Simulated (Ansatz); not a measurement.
Consider the redistribution: `CBNCF` + `OC(F)[SiH3]` → `CBC(O)F` + `FCN[SiH3]`.

Calculated with Ansatz (gas phase, PBE0-D4/def2-TZVP geometries, no zero-point term in ΔE). CCSD(T)/CBS is the MP2 limit (def2-TZVPP, def2-QZVPP) plus CCSD(T) − MP2 in def2-TZVPP, frozen cores. Functionals use def2-TZVPP. B3LYP here is the variant with VWN-RPA as its local correlation; programs differ in this. One conformer a species, not always the lowest.

```
  level  ΔE (kcal/mol)
ωB97X-V           18.3
    PBE           20.1
   PBE0           19.7
  B3LYP           19.0
```

Q: What does CCSD(T)/CBS give? (Estimate.)

A: The calculation gave: +18.6 kcal/mol. The listed levels differ from it by -0.3, 1.5, 1.1, 0.4 kcal/mol.

Largest T1 diagnostic among the species: 0.012.

In def2-TZVPP, CCSD(T) changes the Hartree–Fock value by +2.2 kcal/mol (the triples alone add +0.4 kcal/mol) and MP2 by +1.9 kcal/mol.
